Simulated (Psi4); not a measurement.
sulfur atom (S), triplet; SVWN/6-31G** (Psi4).

Input for Psi4:
```
memory 2 GB

molecule {
0 3
S     0.00000000    0.00000000    0.00000000
}

set {
  basis 6-31g**
  reference uks
}

energy('svwn')
print_variables()
```

Output, abridged:

```
   => Loading Basis Set <=

    Name: 6-31G**
    Role: ORBITAL
    Keyword: BASIS

         ---------------------------------------------------------
                                   SCF
               by Justin Turney, Rob Parrish, Andy Simmonett
                          and Daniel G. A. Smith
                              UKS Reference
         ---------------------------------------------------------

  ==> Geometry <==

    Molecular point group: d2h
    Geometry (in Angstrom), charge = 0, multiplicity = 3:

       Center              X                  Y                   Z               Mass
    ------------   -----------------  -----------------  -----------------  -----------------
         S            0.000000000000     0.000000000000     0.000000000000    31.972071174400

  Running in d2h symmetry.

  Rotational constants: A = ************  B = ************  C = ************ [cm^-1]
  Rotational constants: A = ************  B = ************  C = ************ [MHz]
  Nuclear repulsion =    0.000000000000000

  Charge       = 0
  Multiplicity = 3
  Electrons    = 16
  Nalpha       = 9
  Nbeta        = 7

  ==> Algorithm <==

  SCF Algorithm Type is DF.
  DIIS enabled.
  MOM disabled.
  Fractional occupation disabled.
  Guess Type is CORE.
  Energy threshold   = 1.00e-06
  Density threshold  = 1.00e-06
  Integral threshold = 1.00e-12

  ==> Primary Basis <==

  Basis Set: 6-31G**
    Blend: 6-31G**
    Number of shells: 8
    Number of basis functions: 19
    Number of Cartesian functions: 19
    Spherical Harmonics?: false
    Max angular momentum: 2

  ==> DFT Potential <==

   => LibXC <=

    Version 7.1.2
    S. Lehtola, C. Steigemann, M. J. T. Oliveira, and M. A. L. Marques,  SoftwareX 7, 1–5 (2018) (10.1016/j.softx.2017.11.002)

   => Composite Functional: SVWN <=

    Slater exchange
    Vosko, Wilk & Nusair (VWN5_RPA)
    P. A. M. Dirac,  Math. Proc. Cambridge Philos. Soc. 26, 376 (1930) (10.1017/S0305004100016108)
    F. Bloch,  Z. Phys. 57, 545 (1929) (10.1007/BF01340281)
    S. H. Vosko, L. Wilk, and M. Nusair,  Can. J. Phys. 58, 1200 (1980) (10.1139/p80-159)

    Deriv               =              1
    GGA                 =          FALSE
    Meta                =          FALSE

    Exchange Hybrid     =          FALSE
    MP2 Hybrid          =          FALSE

   => Exchange Functionals <=

    1.0000         XC_LDA_X

   => Correlation Functionals <=

    1.0000   XC_LDA_C_VWN_RPA

   => LibXC Density Thresholds  <==

    XC_LDA_C_VWN_RPA:  1.00E-15
    XC_LDA_X:  1.00E-15

   => Molecular Quadrature <=

    Radial Scheme          =       TREUTLER
    Pruning Scheme         =           NONE
    Nuclear Scheme         =       TREUTLER

    Blocking Scheme        =         OCTREE
    BS radius alpha        =              1
    Pruning alpha          =              1
    Radial Points          =             75
    Spherical Points       =            302
    Total Points           =          20234
    Total Blocks           =            209
    Max Points             =            252
    Max Functions          =             19
    Weights Tolerance      =       1.00E-15

   => Loading Basis Set <=

    Name: (6-31G** AUX)
    Role: JKFIT
    Keyword: DF_BASIS_SCF

  ==> Integral Setup <==

  SCF_SUBTYPE=INCORE selected. In-core MEM_DF algorithm will be used.
  Using in-core AOs.

  ==> MemDFJK: Density-Fitted J/K Matrices <==

    J tasked:                   Yes
    K tasked:                    No
    wK tasked:                   No
    Algorithm:                 Core
    Schwarz Cutoff:           1E-12
    Mask sparsity (%):       0.0000
    Fitting Condition:        1E-10

   => Auxiliary Basis Set <=

  Basis Set: (6-31G** AUX)
    Blend: CC-PVDZ-JKFIT
    Number of shells: 36
    Number of basis functions: 130
    Number of Cartesian functions: 130
    Spherical Harmonics?: false
    Max angular momentum: 3

  Minimum eigenvalue in the overlap matrix is 1.5298095023E-02.
  Reciprocal condition number of the overlap matrix is 4.4031218331E-03.
    Using symmetric orthogonalization.

  ==> Pre-Iterations <==

  SCF Guess: Core (One-Electron) Hamiltonian.

   -------------------------------------------------------
    Irrep   Nso     Nmo     Nalpha   Nbeta   Ndocc  Nsocc
   -------------------------------------------------------
     Ag         7       7       3       3       3       0
     B1g        1       1       0       0       0       0
     B2g        1       1       0       0       0       0
     B3g        1       1       0       0       0       0
     Au         0       0       0       0       0       0
     B1u        3       3       2       2       2       0
     B2u        3       3       2       1       1       1
     B3u        3       3       2       1       1       1
   -------------------------------------------------------
    Total      19      19       9       7       7       2
   -------------------------------------------------------

  ==> Iterations <==

                           Total Energy        Delta E     RMS |[F,P]|

    Occupation by irrep:
             Ag   B1g   B2g   B3g    Au   B1u   B2u   B3u
    DOCC [     3,    0,    0,    0,    0,    1,    1,    2 ]
    SOCC [     0,    0,    0,    0,    0,    1,    1,    0 ]
    NA   [     3,    0,    0,    0,    0,    2,    2,    2 ]
    NB   [     3,    0,    0,    0,    0,    1,    1,    2 ]

   @DF-UKS iter   1:  -391.95915968141406   -3.91959e+02   3.88238e-01 ADIIS
    Occupation by irrep:
             Ag   B1g   B2g   B3g    Au   B1u   B2u   B3u
    DOCC [     3,    0,    0,    0,    0,    2,    1,    1 ]
    SOCC [     0,    0,    0,    0,    0,    0,    1,    1 ]
    NA   [     3,    0,    0,    0,    0,    2,    2,    2 ]
    NB   [     3,    0,    0,    0,    0,    2,    1,    1 ]

   @DF-UKS iter   2:  -395.89880231817870   -3.93964e+00   1.78976e-01 ADIIS
    Occupation by irrep:
             Ag   B1g   B2g   B3g    Au   B1u   B2u   B3u
[...]

   @DF-UKS iter  86:  -397.01475291256594    4.58762e-05   8.47525e-03 ADIIS/DIIS
    Occupation by irrep:
             Ag   B1g   B2g   B3g    Au   B1u   B2u   B3u
    DOCC [     3,    0,    0,    0,    0,    1,    2,    1 ]
    SOCC [     0,    0,    0,    0,    0,    1,    0,    1 ]
    NA   [     3,    0,    0,    0,    0,    2,    2,    2 ]
    NB   [     3,    0,    0,    0,    0,    1,    2,    1 ]

   @DF-UKS iter  87:  -397.01718011868326   -2.42721e-03   5.62003e-03 ADIIS/DIIS
    Occupation by irrep:
             Ag   B1g   B2g   B3g    Au   B1u   B2u   B3u
    DOCC [     3,    0,    0,    0,    0,    1,    1,    2 ]
    SOCC [     0,    0,    0,    0,    0,    1,    1,    0 ]
    NA   [     3,    0,    0,    0,    0,    2,    2,    2 ]
    NB   [     3,    0,    0,    0,    0,    1,    1,    2 ]

   @DF-UKS iter  88:  -397.01668104223319    4.99076e-04   6.31940e-03 ADIIS/DIIS
    Occupation by irrep:
             Ag   B1g   B2g   B3g    Au   B1u   B2u   B3u
    DOCC [     3,    0,    0,    0,    0,    2,    1,    1 ]
    SOCC [     0,    0,    0,    0,    0,    0,    1,    1 ]
    NA   [     3,    0,    0,    0,    0,    2,    2,    2 ]
    NB   [     3,    0,    0,    0,    0,    2,    1,    1 ]

   @DF-UKS iter  89:  -397.01716838212968   -4.87340e-04   5.63274e-03 ADIIS/DIIS
   @DF-UKS iter  90:  -397.01630177055097    8.66612e-04   6.78540e-03 ADIIS/DIIS
    Occupation by irrep:
             Ag   B1g   B2g   B3g    Au   B1u   B2u   B3u
    DOCC [     3,    0,    0,    0,    0,    1,    1,    2 ]
    SOCC [     0,    0,    0,    0,    0,    1,    1,    0 ]
    NA   [     3,    0,    0,    0,    0,    2,    2,    2 ]
    NB   [     3,    0,    0,    0,    0,    1,    1,    2 ]

   @DF-UKS iter  91:  -397.01702416193740   -7.22391e-04   5.83954e-03 ADIIS/DIIS
    Occupation by irrep:
             Ag   B1g   B2g   B3g    Au   B1u   B2u   B3u
    DOCC [     3,    0,    0,    0,    0,    2,    1,    1 ]
    SOCC [     0,    0,    0,    0,    0,    0,    1,    1 ]
    NA   [     3,    0,    0,    0,    0,    2,    2,    2 ]
    NB   [     3,    0,    0,    0,    0,    2,    1,    1 ]

   @DF-UKS iter  92:  -397.01663988235390    3.84280e-04   6.37146e-03 ADIIS/DIIS
    Occupation by irrep:
             Ag   B1g   B2g   B3g    Au   B1u   B2u   B3u
    DOCC [     3,    0,    0,    0,    0,    1,    1,    2 ]
    SOCC [     0,    0,    0,    0,    0,    1,    1,    0 ]
    NA   [     3,    0,    0,    0,    0,    2,    2,    2 ]
    NB   [     3,    0,    0,    0,    0,    1,    1,    2 ]

   @DF-UKS iter  93:  -397.01677280185930   -1.32920e-04   6.19794e-03 ADIIS/DIIS
    Occupation by irrep:
             Ag   B1g   B2g   B3g    Au   B1u   B2u   B3u
    DOCC [     3,    0,    0,    0,    0,    2,    1,    1 ]
    SOCC [     0,    0,    0,    0,    0,    0,    1,    1 ]
    NA   [     3,    0,    0,    0,    0,    2,    2,    2 ]
    NB   [     3,    0,    0,    0,    0,    2,    1,    1 ]

   @DF-UKS iter  94:  -397.01696777303596   -1.94971e-04   5.91768e-03 ADIIS/DIIS
    Occupation by irrep:
             Ag   B1g   B2g   B3g    Au   B1u   B2u   B3u
    DOCC [     3,    0,    0,    0,    0,    1,    2,    1 ]
    SOCC [     0,    0,    0,    0,    0,    1,    0,    1 ]
    NA   [     3,    0,    0,    0,    0,    2,    2,    2 ]
    NB   [     3,    0,    0,    0,    0,    1,    2,    1 ]

   @DF-UKS iter  95:  -397.01735184204904   -3.84069e-04   5.35801e-03 ADIIS/DIIS
   @DF-UKS iter  96:  -397.01633409770614    1.01774e-03   6.75746e-03 ADIIS/DIIS
   @DF-UKS iter  97:  -397.01650564282033   -1.71545e-04   6.54398e-03 ADIIS/DIIS
    Occupation by irrep:
             Ag   B1g   B2g   B3g    Au   B1u   B2u   B3u
    DOCC [     3,    0,    0,    0,    0,    1,    1,    2 ]
    SOCC [     0,    0,    0,    0,    0,    1,    1,    0 ]
    NA   [     3,    0,    0,    0,    0,    2,    2,    2 ]
    NB   [     3,    0,    0,    0,    0,    1,    1,    2 ]

   @DF-UKS iter  98:  -397.01674670219552   -2.41059e-04   6.21326e-03 ADIIS/DIIS
    Occupation by irrep:
             Ag   B1g   B2g   B3g    Au   B1u   B2u   B3u
    DOCC [     3,    0,    0,    0,    0,    2,    1,    1 ]
    SOCC [     0,    0,    0,    0,    0,    0,    1,    1 ]
    NA   [     3,    0,    0,    0,    0,    2,    2,    2 ]
    NB   [     3,    0,    0,    0,    0,    2,    1,    1 ]

   @DF-UKS iter  99:  -397.01633945379598    4.07248e-04   6.74643e-03 ADIIS/DIIS
   @DF-UKS iter 100:  -397.01619789928577    1.41555e-04   6.92744e-03 ADIIS/DIIS

PsiException: Could not converge SCF iterations in 100 iterations.

  Failed to converge.

Traceback (most recent call last):
  File "psi4", line 375, in <module>
  File "<string>", line 22, in <module>
  File "site-packages/psi4/driver/driver.py", line 533, in energy
  File "site-packages/psi4/driver/procrouting/proc.py", line 2760, in run_scf
  File "site-packages/psi4/driver/procrouting/proc.py", line 2047, in scf_helper
  File "site-packages/psi4/driver/procrouting/scf_proc/scf_iterator.py", line 93, in scf_compute_energy
  File "site-packages/psi4/driver/procrouting/scf_proc/scf_iterator.py", line 86, in scf_compute_energy
  File "site-packages/psi4/driver/procrouting/scf_proc/scf_iterator.py", line 609, in scf_iterate

psi4.driver.p4util.exceptions.SCFConvergenceError: Could not converge SCF iterations in 100 iterations.

Printing out the relevant lines from the Psithon --> Python processed input file:
    S     0.00000000    0.00000000    0.00000000
    """)
    core.IO.set_default_namespace("")
    core.set_global_option("BASIS", "6-31g**")
    core.set_global_option("REFERENCE", "uks")
--> energy('svwn')
    print_variables()

!-------------------------------------------------------!
!                                                       !
!  Could not converge SCF iterations in 100 iterations. !
!                                                       !
!-------------------------------------------------------!
```

Convergence was not reached.
